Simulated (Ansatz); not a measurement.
System: sum formula H8Si2N2O, charge 0, multiplicity 1. SMILES: N[SiH2]O[SiH2]N
Geometry from a B3LYP-D3(BJ)/def2-TZVP (Ansatz, an electronic-structure program) optimisation:
```xyz
13

N      2.4636     0.4837     0.1119
Si     1.4059    -0.8536    -0.0272
O     -0.1418    -0.5062    -0.4425
Si    -1.6445    -0.0540     0.0332
N     -1.9018     1.6281     0.2079
H      2.8049     0.9769    -0.6975
H      2.4767     1.0666     0.9330
H      1.9330    -1.7234    -1.0962
H      1.3899    -1.5179     1.2953
H     -2.5684    -0.5355    -1.0118
H     -1.9109    -0.6608     1.3565
H     -1.5990     2.1290     1.0275
H     -1.9841     2.2383    -0.5894
```

Wanted: atomisation energy (electronic, to ground-state atoms), in kcal/mol. Correlated levels leave the core frozen unless marked. UHF or UKS for open shells. Spin-orbit coupling is left out. No relativistic terms. The coupled-cluster limit lacks core correlation, which all-electron functionals hold. CBS(X,Y): correlation extrapolated as X^-3; Hartree-Fock from the larger set.

```csv
level,program,atomisation energy (kcal/mol)
SVWN5/def2-TZVPD,Ansatz,1232.7
BHLYP/def2-TZVPD,Ansatz,1061.4
SCS-MP2/STO-3G,Ansatz,967.3
SCS-MP2/6-31G,Ansatz,840.0
CCSD/aug-cc-pV(D+d)Z,Ansatz,992.8
CCSD/cc-pV(D+d)Z,Ansatz,(withheld)
"CCSD(T)/CBS(cc-pV(T+d)Z,cc-pV(Q+d)Z)",Ansatz,(withheld)
```

Question: Complete the blanks.

Answer: 
- CCSD/cc-pV(D+d)Z, atomisation energy (kcal/mol): 971.1
- CCSD(T)/CBS(cc-pV(T+d)Z,cc-pV(Q+d)Z), atomisation energy (kcal/mol): 1100.0
